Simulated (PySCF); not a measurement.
Molecule: SMILES BC(=C)/C=C\C, C$_{5}$H$_{9}$B.

Bonds (- single, = double, # triple, : aromatic): B1-C2, C2=C3, C2-C4, C4=C5, C5-C6. B1 carries H7, H8; C3 carries H9, H10; C4 carries H11; C5 carries H12; C6 carries H13, H14, H15. Stereochemistry as in BC(=C)/C=C\C. H9 is cis to B1; H10 is trans to B1.

Frames of a GFN2-xTB Langevin trajectory at 300 K; GIAO PBE0/pcSseg-1 shieldings in PySCF, gas phase, non-relativistic; equivalent atoms averaged within each frame.

Referencing at the same level of theory: ¹¹B (100.07 ppm) vs BF3·OEt2; TMS for ¹³C (186.93 ppm), ¹H (31.72 ppm). The references are static minima.

How do the shifts (ppm) fluctuate along the trajectory?

## Answers


```csv
time (fs),B1,C2,C4,C5,C3,C6,H7/H8,H11,H12,H9
250,75.2,167.9,143.8,143.4,107.5,22.0,7.51,6.72,6.28,5.11
425,73.3,166.8,148.7,142.1,112.1,25.0,7.57,6.78,5.65,5.66
625,66.8,166.1,154.9,134.7,127.1,24.2,7.62,6.54,5.92,5.14
800,70.7,155.3,144.0,130.7,147.0,31.4,7.49,6.39,5.99,6.32
1000,73.6,168.7,140.9,129.9,165.0,13.3,7.42,6.93,5.75,6.31
mean of frames,71.9,165.0,146.5,136.2,131.7,23.2,7.52,6.67,5.92,5.71
standard deviation,3.3,5.5,5.5,6.3,24.1,6.5,0.07,0.21,0.24,0.60
```

5 frames give an uncertainty of the mean of about the standard deviation over 2.2 at best, since frames this close in time may not be independent; classical motion lacks zero-point vibration, and the reference would need the same averaging.
